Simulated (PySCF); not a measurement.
`[C@H]1([SiH3])C[C@@H]1[AsH2]`, C$_{3}$H$_{9}$AsSi

Molfile (atoms numbered from 1):
```
C3H9AsSi
     RDKit          3D

 14 14  0  0  0  0  0  0  0  0999 V2000
    1.8715    0.8952    0.0151 Si  0  0  0  0  0  4  0  0  0  0  0  0
    0.3439   -0.0770   -0.4934 C   0  0  1  0  0  0  0  0  0  0  0  0
   -0.0595   -1.3099    0.2625 C   0  0  0  0  0  0  0  0  0  0  0  0
   -0.8880   -0.0685    0.3683 C   0  0  2  0  0  0  0  0  0  0  0  0
   -2.6931   -0.0177   -0.4015 As  0  0  0  0  0  3  0  0  0  0  0  0
    1.7152    2.2851   -0.4208 H   0  0  0  0  0  0  0  0  0  0  0  0
    2.0018    0.8439    1.4736 H   0  0  0  0  0  0  0  0  0  0  0  0
    3.0481    0.2912   -0.6140 H   0  0  0  0  0  0  0  0  0  0  0  0
    0.1595   -0.1203   -1.5644 H   0  0  0  0  0  0  0  0  0  0  0  0
   -0.4579   -2.1434   -0.3049 H   0  0  0  0  0  0  0  0  0  0  0  0
    0.5370   -1.6143    1.1117 H   0  0  0  0  0  0  0  0  0  0  0  0
   -0.8123    0.4667    1.3124 H   0  0  0  0  0  0  0  0  0  0  0  0
   -2.4806    1.2961   -1.1079 H   0  0  0  0  0  0  0  0  0  0  0  0
   -2.2866   -0.7276   -1.6640 H   0  0  0  0  0  0  0  0  0  0  0  0
  1  2  1  0
  2  3  1  0
  3  4  1  0
  4  5  1  0
  4  2  1  0
  1  6  1  0
  1  7  1  0
  1  8  1  0
  2  9  1  6
  3 10  1  0
  3 11  1  0
  4 12  1  1
  5 13  1  0
  5 14  1  0
M  END
```

The calculation used TDDFT wB97X-D/aug-cc-pVDZ circular dichroism and optical rotation, one conformer, gas phase in PySCF. Geometry: GFN2-xTB.

The calculation is non-relativistic, which matters for the atoms heavier than Zn.

Question: Assign R or S to each stereocentre.

Answer: C2 S, C4 S.

Question: List the lowest 16 singlet excitations with oscillator and rotatory strengths.

Answer: Rotatory strengths R in 10⁻⁴⁰ esu² cm², velocity form and length form (origin at the centre of mass); f in length form.
| state | E (eV) | λ (nm) | f | R (velocity) | R (length) | main |
| --- | --- | --- | --- | --- | --- | --- |
| 1 | 6.14 | 202 | 0.063 | -38.7 | -40.2 | HOMO→LUMO 0.40, HOMO→LUMO+4 0.24 |
| 2 | 6.48 | 191 | 0.177 | +4.6 | +4.5 | HOMO→LUMO+4 0.43, HOMO→LUMO+1 0.26 |
| 3 | 6.66 | 186 | 0.082 | +13.5 | +14.0 | HOMO→LUMO+6 0.64, HOMO→LUMO+10 0.12 |
| 4 | 7.06 | 176 | 0.008 | +8.4 | +8.8 | HOMO→LUMO+2 0.59, HOMO→LUMO+1 0.12 |
| 5 | 7.30 | 170 | 0.017 | +6.6 | +6.9 | HOMO→LUMO+5 0.30, HOMO→LUMO+3 0.28 |
| 6 | 7.33 | 169 | 0.009 | +23.0 | +22.1 | HOMO→LUMO+3 0.36, HOMO→LUMO 0.16 |
| 7 | 7.44 | 167 | 0.003 | -9.8 | -8.4 | HOMO−1→LUMO 0.49, HOMO−1→LUMO+4 0.27 |
| 8 | 7.79 | 159 | 0.105 | -10.0 | -9.4 | HOMO→LUMO+1 0.33, HOMO→LUMO 0.15 |
| 9 | 7.84 | 158 | 0.016 | -23.0 | -22.4 | HOMO−1→LUMO+5 0.23, HOMO−1→LUMO 0.12 |
| 10 | 7.89 | 157 | 0.038 | +2.1 | +1.3 | HOMO→LUMO+7 0.18, HOMO→LUMO+10 0.11 |
| 11 | 7.92 | 156 | 0.015 | +19.1 | +19.4 | HOMO→LUMO+8 0.35, HOMO→LUMO+7 0.14 |
| 12 | 8.02 | 155 | 0.017 | -11.3 | -11.3 | HOMO−1→LUMO+2 0.21, HOMO→LUMO+9 0.17 |
| 13 | 8.05 | 154 | 0.023 | +0.6 | +0.3 | HOMO−1→LUMO+2 0.32, HOMO−1→LUMO+1 0.12 |
| 14 | 8.10 | 153 | 0.041 | +45.2 | +44.3 | HOMO−1→LUMO+3 0.17, HOMO−1→LUMO+6 0.13 |
| 15 | 8.14 | 152 | 0.017 | +25.7 | +25.5 | HOMO−2→LUMO 0.22, HOMO−1→LUMO+6 0.20 |
| 16 | 8.24 | 150 | 0.049 | -9.8 | -9.7 | HOMO→LUMO+11 0.27 |

Among the states computed, the strongest CD band (largest |R|) is state 14. The largest dissymmetry factor in size, g = 4R/(D+G), with D and G the electric and magnetic dipole strengths, is -0.033 for state 7 (velocity form, f = 0.003), among bands with |R| over 0.5. The mirror image has the same energies and oscillator strengths and all R with the opposite sign.
